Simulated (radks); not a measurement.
Fractional charge and spin in the 3d shell of zinc: the spin-up occupation runs from 4 to 5 and the spin-down occupation from 4 to 5; the fullest corner is Zn, [Ar] 4s2 3d(up 5, down 5). Method: non-relativistic Kohn-Sham, PBE, spin-polarised, spherical densities, point nucleus; computed with a radial shooting solver on a logarithmic mesh with Libxc functionals. Energy (eV) above the fullest corner. The planes named below are the two flat planes that join the four corners, with an edge along up + down = one added electron.

down \ up,4,4.25,4.5,4.75,5
4,54.860,43.851,34.085,25.519,18.106
4.25,43.851,34.160,25.665,18.320,12.076
4.5,34.085,25.665,18.391,12.216,7.087
4.75,25.519,18.320,12.216,7.155,3.082
5,18.106,12.076,7.087,3.082,0.000

Corners above the fullest one (they belong to Zn+ and the next ion): (up 5, down 4) 18.106 eV, (up 4, down 5) 18.106 eV, (up 4, down 4) 54.860 eV. With half an added electron in each spin the energy lies 0.285 eV from the planes, and with half an added electron in spin up alone -2.398 eV. The planes are only a guide here: the flat-plane condition holds for ground states with one frontier orbital, while this shell lies below other occupied shells, so the corners above the fullest one are inner-hole states and not the ground states of those ions.
